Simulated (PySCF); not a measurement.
**Field gradients at the hydrogen positions**

Species: C6H12P (charge +1).
Structure used (GFN2-xTB), in Å, numbered top down from 1:
```xyz
19
C6H12P angstrom
C     -1.0044   -1.9396   -0.1149
C     -0.5052   -0.5459   -0.0342
C      0.7882   -0.1807    0.0916
C      2.0248   -1.0138    0.1824
P      0.9070    1.5963    0.1532
C     -0.8453    1.9359   -0.1720
C     -1.5316    0.5527   -0.0918
H     -1.3178   -2.1582   -1.1359
H     -1.8782   -2.0618    0.5220
H     -0.2539   -2.6663    0.1767
H      2.4899   -0.9069    1.1628
H      2.7510   -0.6983   -0.5668
H      1.8043   -2.0639    0.0190
H      1.7585    2.1548   -0.7773
H      1.3561    2.0981    1.3593
H     -1.2584    2.6497    0.5425
H     -0.9443    2.3696   -1.1706
H     -2.1871    0.3983   -0.9502
H     -2.1634    0.4892    0.7965
```

Level: PBE0/pcSseg-1 (PySCF, non-relativistic); Q(2H) = 0.00286 b; rigid geometry, the same for H and D, with no vibrational averaging.

**Question.** Rank these positions by the coupling χzz of a deuteron there, largest first.
A. H13 (methyl hydrogen)
B. H15 (P–H hydrogen)
C. H11 (methyl hydrogen)
D. H19 (methylene hydrogen)

**Answer.** A (211 kHz), C (204 kHz), D (199 kHz), B (131 kHz).

**Question.** Give the electric field gradient Vzz (the principal value of largest size), its asymmetry and the 2H coupling at each hydrogen.

**Answer.** 
```tsv
atom	bonded to	bond length (Å)	Vzz (au)	η	χzz (kHz)
H8	C1	1.090	0.3053	0.03	205
H9	C1	1.088	0.3072	0.04	206
H10	C1	1.085	0.3141	0.05	211
H11	C4	1.090	0.3037	0.04	204
H12	C4	1.090	0.3041	0.05	204
H13	C4	1.085	0.3133	0.05	211
H14	P5	1.380	0.1970	0.01	132
H15	P5	1.381	0.1951	0.01	131
H16	C6	1.091	0.2987	0.03	201
H17	C6	1.093	0.2947	0.04	198
H18	C7	1.091	0.2972	0.05	200
H19	C7	1.092	0.2959	0.05	199
```

**Question.** Average by the element that carries the hydrogen.

**Answer.** on C: 204 kHz over 10 positions, mean bond length 1.090 Å; on P: 132 kHz over 2 positions, mean bond length 1.380 Å.

**Question.** How does χzz go with the bond length over the 10 C–H bonds?

**Answer.** A straight-line fit has a slope of -16.1 kHz for each 0.01 Å, with a correlation coefficient of -0.96, over lengths from 1.085 to 1.093 Å. The longer bonds have the smaller couplings here.

**Question.** Give the 2H NMR doublet splittings at H13 for a magnetic field along the z, y and x axes of the gradient: 3χ/2, 3χ(1 + η)/4, 3χ(1 − η)/4.

**Answer.** With |χ| = 210.6 kHz and η = 0.047: 316, 165 and 151 kHz, to first order and without motion.

Geometry: GFN2-xTB; no solvent, vibrations or thermal averaging. GFN2-xTB frequencies show an imaginary mode (27i cm⁻¹), so this geometry is no minimum at that level. GFN2-xTB bond lengths can be off by several hundredths of an ångström, more for odd bonds, and the gradients follow them. The basis is small and wasn't made for field gradients, so the couplings can be 20 % off.

These values come from a run that also computed NMR shieldings. On an Intel Xeon 6975P-C with one thread, shared host with 192 logical CPUs at a one-minute load of 117, this took 29 s and 0.85 GiB of memory at its peak.
